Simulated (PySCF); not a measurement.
ClF₃H₂OSi₂, SMILES O([SiH2]Cl)[Si](F)(F)F. Geometry optimised at PBE0-D3(BJ)/def2-SVP. The structure was generated by enumeration, and PubChem lists no compound with its InChIKey, so it may never have been made. Other conformers were not sampled.

Computed equilibrium geometry at PBE0-D3(BJ)/def2-SVP (PySCF confirms it by a frequency run) as Cartesian coordinates in Å (one conformer of several):
```xyz
9

Si     1.0757    -0.6719     0.4750
F      1.5001    -1.8215     1.4907
F      1.7006    -1.0101    -0.9499
F      1.7053     0.7024     0.9799
O     -0.5326    -0.5804     0.4018
Si    -1.8810     0.3041     0.0095
Cl    -1.3752     1.6797    -1.4330
H     -2.8917    -0.6280    -0.5387
H     -2.3482     1.0282     1.2149
```
Charge 0, spin multiplicity 1.
